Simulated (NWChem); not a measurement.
System: CHAlClF₃; SMILES F[C](F)(F)[AlH][Cl]

```xyz
7

Al    -0.8885    -0.6253     0.0381
C      0.0745     1.1481    -0.0310
F     -0.7663     2.1609    -0.3171
F      1.0559     1.1910    -0.9471
F      0.6382     1.4407     1.1590
Cl     0.3107    -2.3402     0.0439
H     -2.4557    -0.7256     0.1112
```
Atoms are numbered in this order, from 1.

Geometry: optimised at PBE0/def2-SVP.

**Question.** Give the principal values of the shielding tensors (ppm) of Al1, C2, F3, F4, F5 from BHandHLYP/pcSseg-1, GIAO (NWChem), with their diamagnetic and paramagnetic parts as GIAO splits them.

**Answer.** 
```tsv
atom	σ11	σ22	σ33	isotropic	diamagnetic	paramagnetic
Al1	335.4	376.0	427.6	379.7	793.2	-413.5
C2	47.6	50.9	62.7	53.7	240.0	-186.3
F3	146.3	284.7	358.9	263.3	474.4	-211.1
F4	155.5	282.5	352.6	263.5	474.3	-210.7
F5	152.0	285.4	355.1	264.1	474.5	-210.3
```
